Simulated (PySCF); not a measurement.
B(H)(Me)(OMe) (C2H7BO), SMILES CBOC. Geometry optimised at PBE-D3(BJ)/def2-SVP. Other conformers were not sampled.

Computed with PBE-D3(BJ)/def2-SVP (PySCF).

Harmonic wavenumbers (cm⁻¹): 106, 156, 190, 255, 435, 656, 742, 951, 990, 999, 1109, 1145, 1165, 1264, 1343, 1382, 1388, 1416, 1418, 1458, 2467, 2947, 2964, 3036, 3042, 3049, 3079. Rotational constants (GHz): 35.60, 3.798, 3.588; symmetry number 1.

Problem. Work out the zero-point energy and the ideal-gas rigid-rotor harmonic-oscillator thermochemistry at 298.15 K and 1 atm.

Solution. ZPE = ½ Σ hcν = ½ × 39152 cm⁻¹ = 55.97 kcal/mol. H − E(el) = 60.32 kcal/mol. Entropy in cal/(mol K): translation 38.09, rotation 24.01, vibration 11.93, total 74.02. G − E(el) = 38.25 kcal/mol. Cp = 21.21 cal/(mol K). Modes under 150 cm⁻¹ make the vibrational entropy uncertain.
